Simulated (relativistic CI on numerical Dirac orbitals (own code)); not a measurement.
**Hyperfine structure of W⁵⁷⁺, mass number 183**

Computed by Dirac-Coulomb-Breit CI, KLI orbitals optimised for each configuration, model QED (radiative potential, 1s self-energy scaled to tabulated hydrogen-like ionisation energies), unscaled Slater integrals (own radial code, finite nucleus).

Configuration list (outside the closed core [Ne]): 3s2 3p5, 3s2 3p4 3d, 3s 3p6, 3s 3p5 3d, 3s 3p4 3d2, 3p6 3d, 3s2 3p3 3d 4p, 3s 3p4 3d 4s, 3p6 4s, 3s2 3p4 4s, 3p6 4p, 3s2 3p4 4p, 3s2 3p3 3d2, 3s2 3p2 3d3, 3s 3p3 3d3, 3s2 3p2 3d2 4s, 3s2 3p2 3d2 4p. Double excitations out of closed p, d and f shells are left out; levels of such configurations are missing from the list, as are those of other unlisted configurations, and high levels can miss mixing partners.

Nuclear spin I = 1/2, μ = 0.11739 μN (tables of Stone and Pyykkö). The electronic factors are computed for point nuclear moments, without core polarisation or the Bohr-Weisskopf and QED corrections.

```tsv
Level	E (eV)	A (GHz)
3s2 3p5 2P°_3/2	0.000	49.54
3s2 3p4 3d 4P_1/2	242.965	77.15
3s2 3p4 3d 2D_3/2	265.233	28.08
3s2 3p4 3d 4F_9/2	318.944	28.1
3s2 3p4 3d 2P_1/2	325.584	-26.04
3s2 3p5 2P°_1/2	347.828	439.5
3s2 3p4 3d 2D_5/2	348.032	14.3
3s2 3p4 3d 2D_5/2	358.826	21.33
```

Levels with J = 0, under 50 % of one LS term, or S terms without an open s electron are left out. Small factors come from cancelling terms and can be off by tens of per cent or more.

At this charge energies of transitions that change n are usually good to better than 1 %, and those within a shell (Δn = 0) to a few per cent.

Q: Give the hyperfine levels of 3s2 3p4 3d 4P_1/2 relative to its centre of gravity.

A: With K = F(F + 1) − I(I + 1) − J(J + 1), E = AK/2: F = 0: -57.86, F = 1: 19.29 GHz.

LS names give the leading component of a level, which can be under half, so a name can repeat, a term be missing and a line seem to break the LS rules.
